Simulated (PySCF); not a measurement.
The numbers are results of PBE0-D4/def2-TZVP (PySCF), not measurements. All species are isolated molecules in the gas phase. One relaxed conformer stands for a flexible species; it need not be the lowest. Excitations are Tamm–Dancoff values on a coarser integration grid. The basis has no diffuse functions, so Rydberg states are missing or too high.

Reference species (SMILES): `O[SiH3]` (neutral, multiplicity 1).

| Quantity | Value |
|---|---|
| HOMO | -8.73 eV |
| S1 excitation (TDA) | 7.14 eV |
| T1 excitation (TDA) | 6.72 eV |
| S1–T1 gap (TDA) | 0.42 eV |

Changed species: `O[SiH2][GeH3]` (H–O–Si–Ge torsion 60°) (X = germyl; the reference has X = H).

Question: Give the shifts of the HOMO, S1 excitation (TDA), T1 excitation (TDA) and S1–T1 gap (TDA).

Answer: the HOMO increases by 0.92 eV, to -7.81 eV; the S1 excitation (TDA) falls by 1.02 eV, to 6.12 eV; the T1 excitation (TDA) falls by 1.27 eV, to 5.45 eV; the S1–T1 gap (TDA) rises by 0.25 eV, to 0.67 eV.
